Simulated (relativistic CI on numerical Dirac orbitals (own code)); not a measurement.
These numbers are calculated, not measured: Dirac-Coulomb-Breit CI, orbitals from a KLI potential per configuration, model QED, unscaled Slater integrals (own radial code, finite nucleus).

The strongest absorption lines from the ground level of an ion, among the configurations computed and to levels below about 4270 eV (vacuum wavelength in Å, gf): 3.8446 (0.66), 4.2930 (0.55), 4.3043 (1.3), 4.3522 (0.051), 4.9321 (0.32), 18.780 (0.72), 32.574 (0.49), 49.006 (0.0083).

Problem. Which ion is it?
A. Re⁵⁷⁺
B. Tb⁴⁷⁺
C. Re⁵⁵⁺
D. Re⁵⁹⁺

Solution. A. Re⁵⁷⁺ has 18 electrons and the ground level 3s2 3p6 1S_0; the strongest line goes to 3s2 3p5 4s 3P°_1. The pattern of lines fixes the number of electrons, and along that sequence the line energies rise steadily with the charge (about as its square where n changes within one kind of shell, about linearly where n is kept but much faster in heavy ions where fine structure, which grows about as Z⁴, sets the gap, and irregularly where shells cross), which fixes Z. Configurations outside the model, such as inner-shell arrays, can give stronger lines. At this charge energies of transitions that change n are usually good to better than 1 %, and those within a shell (Δn = 0) to a few per cent.

LS names give the leading component of a level, which can be under half, so a name can repeat, a term be missing and a line seem to break the LS rules.
